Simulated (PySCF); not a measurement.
**Radial density of Li (lithium, neutral)**

UHF, [He] 2s1, 2S determinant. Calculation: PySCF 2.14, in jorge-DZP-DKH; scalar relativity by spin-free X2C-1e.

| r (bohr) | 4πr²ρ (e/bohr) | 4πr²(ρα − ρβ) |
| --- | --- | --- |
| 0.00703 | 0.008171 | 0.0001 |
| 0.0118 | 0.02269 | 0.0004 |
| 0.0199 | 0.06141 | 0.0011 |
| 0.0335 | 0.1593 | 0.0028 |
| 0.0563 | 0.3936 | 0.0068 |
| 0.0946 | 0.8865 | 0.0148 |
| 0.159 | 1.725 | 0.0271 |
| 0.268 | 2.624 | 0.0361 |
| 0.450 | 2.705 | 0.0248 |
| 0.758 | 1.504 | -0.0013 |
| 1.27 | 0.3449 | 0.0313 |
| 2.14 | 0.2083 | 0.1957 |
| 3.60 | 0.2625 | 0.2625 |
| 6.06 | 0.07658 | 0.0766 |
| 10.2 | 0.002405 | 0.0024 |

Densities and radii are taken from the X2C orbitals without a picture-change correction, which distorts them close to the nucleus.
